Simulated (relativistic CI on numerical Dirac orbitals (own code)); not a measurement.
Magnetism of Pd2+, 4d8, in a crystal field

Calculated by Dirac-Coulomb-Breit CI, KLI orbitals optimised for each configuration, model QED (radiative potential, 1s self-energy scaled to tabulated hydrogen-like ionisation energies), valence Slater integrals scaled by 0.7, one configuration in a parametric crystal field (own radial code).

Field parameters in Wybourne normalisation: D3d B²₀ = −7Dσ, B⁴₀ = −14Dq − 21Dτ, B⁴₃ = −14√(10/7) Dq. The field is a parameter set, without covalency.

S is read from ⟨S²⟩ = S(S + 1).

Powder χT (cm³ K mol⁻¹) by Van Vleck's formula, with temperature-independent terms:

| Field | 2 K | 5 K | 10 K | 20 K | 50 K | 100 K | 200 K | 300 K |
| --- | --- | --- | --- | --- | --- | --- | --- | --- |
| D3d, 10Dq = 14550, Dσ = -1200, Dτ = -300 cm⁻¹ | 0.123 | 0.308 | 0.613 | 1.06 | 1.38 | 1.44 | 1.47 | 1.49 |
| D3d, 10Dq = 14550, Dσ = -980, Dτ = -300 cm⁻¹ | 0.15 | 0.375 | 0.733 | 1.16 | 1.4 | 1.44 | 1.47 | 1.48 |
| D3d, 10Dq = 14550, Dσ = -760, Dτ = -300 cm⁻¹ | 0.19 | 0.475 | 0.889 | 1.25 | 1.42 | 1.44 | 1.46 | 1.48 |
| D3d, 10Dq = 14550, Dσ = -550, Dτ = -300 cm⁻¹ | 0.253 | 0.627 | 1.06 | 1.33 | 1.42 | 1.44 | 1.46 | 1.48 |
| D3d, 10Dq = 14550, Dσ = -330, Dτ = -300 cm⁻¹ | 0.377 | 0.881 | 1.24 | 1.38 | 1.43 | 1.44 | 1.46 | 1.47 |
| D3d, 10Dq = 14550, Dσ = -110, Dτ = -300 cm⁻¹ | 0.679 | 1.21 | 1.37 | 1.42 | 1.43 | 1.44 | 1.46 | 1.47 |
| D3d, 10Dq = 14550, Dσ = 110, Dτ = -300 cm⁻¹ | 1.33 | 1.41 | 1.42 | 1.43 | 1.43 | 1.44 | 1.45 | 1.47 |
| D3d, 10Dq = 14550, Dσ = 330, Dτ = -300 cm⁻¹ | 1.29 | 1.39 | 1.42 | 1.42 | 1.43 | 1.44 | 1.45 | 1.47 |

(1) For D3d, 10Dq = 14550, Dσ = -330, Dτ = -300 cm⁻¹: what effective moment follows at 300 K?

Results:

(1) μ_eff = √(8χT) = 3.43 μB. The ground level has S = 1.00; the spin-only moment for S = 1 is 2.83 μB. The difference comes from the orbital moment, spin-orbit mixing of terms and temperature-independent paramagnetism, all larger in this ionic model than in covalent complexes.
